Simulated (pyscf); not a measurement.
A first-order saddle from PySCF, ωB97X-D3(BJ)/def2-SVP:

```xyz
6

O      1.5769    -0.0740    -0.6515
As     1.2193     1.7042    -0.4076
H      1.4227    -0.8854     1.8757
Si     0.6666    -0.6703     0.6176
H     -0.0827    -1.8790     0.1930
H     -0.3730     0.4332     0.8369
```

Surface: singlet, charge 0. Lowest wavenumbers (cm⁻¹): 430i, 157, 491, 700, 743.

Which two sides does it connect, and which bonds change?

H₃AsOSi (SMILES O1[SiH2][AsH]1) ⇌ H₃Si–O–As: (SMILES [SiH3]O[As]) [singlet], a rearrangement read from left to right: As–Si, As–H broken and H–Si formed. At CCSD(T)/def2-TZVPP + ΔMP2(QZVPP) it lies +147.8 kJ/mol from the left side and +42.8 kJ/mol from the right (each side as separated species at their lowest minima found). H₃Si–O–As: [singlet] is an excited spin state; a restricted singlet puts such a state too high. cyclic H₃AsOSi (SMILES O1[SiH2][AsH]1) lies 49.2 kJ/mol over its isomer HO–SiH=AsH (electronic energy, ωB97M-D3(BJ)). H₃Si–O–As: [singlet] lies 151.7 kJ/mol over its isomer HO–SiH=AsH (electronic energy, ωB97M-D3(BJ)). This is the saddle that the search found; another between the same sides may lie lower. 2 of the closed-shell references are unstable towards spin polarisation; treat their single-reference values with care. The CCSD(T) − MP2 part came from Ansatz, without density fitting, on the same reference. The largest closed-shell T1 diagnostic is 0.085, which may signal static correlation. The frozen core leaves the outer d or s,p core shells of the metals and heavy elements correlated in the MP2 and CC values, and def2-TZVPP describes them poorly, which can shift differences by a few kcal/mol. Elements up to Kr have no core potential and no relativistic terms here.
